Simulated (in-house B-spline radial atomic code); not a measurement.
Configurations of Sb5+, with energies counted from [Kr] 4d10. All numbers are computed (scalar-relativistic (X2C) BHandHLYP, spin-polarised, spherical fractional occupations, exact exchange averaged over the configuration; Fermi nucleus of rms radius 4.6802 fm) with a B-spline radial code for spherical atoms, not measured. Shells without spins written out take the highest spin.

Occupations are held fixed; configurations that lie above the ionisation limit could autoionise.

```csv
configuration,E - E(ref) (eV),highest orbital,its <r> (bohr)
[Kr] 4d9 5s1,30.011,5s up,1.862
[Kr] 4d9 5f1,75.134,5f up,3.912
[Ar] 3d10 4s2 4p5 4d10 5p1,116.38,5p up,2.086
[Ar] 3d10 4s2 4p5 4d10 4f1,135.53,4f up,1.879
[Ar] 3d9 4s2 4p6 4d10 5s1,529.72,5s up,1.848
[Ar] 3d9 4s2 4p6 4d10 5d1,558.53,5d up,2.601
```

(1) Order these further configurations by energy, lowest first.
A. [Kr] 4d9 5p1
B. [Ar] 3d10 4s2 4p5 4d10 5d1
C. [Ar] 3d9 4s2 4p6 4d10 5f1
D. [Ar] 3d10 4s2 4p5 4d10 5f1
E. [Ar] 3d9 4s2 4p6 4d10 5p1

(2) How far above the reference does [Ar] 3d10 4s2 4p5 4d10 5s1 lie?

Answers

(1) A (42.065 eV), B (133.04 eV), D (149.47 eV), E (541.83 eV), C (575.17 eV).

(2) 104.29 eV; its least bound orbital is 5s up with <r> = 1.858 bohr.
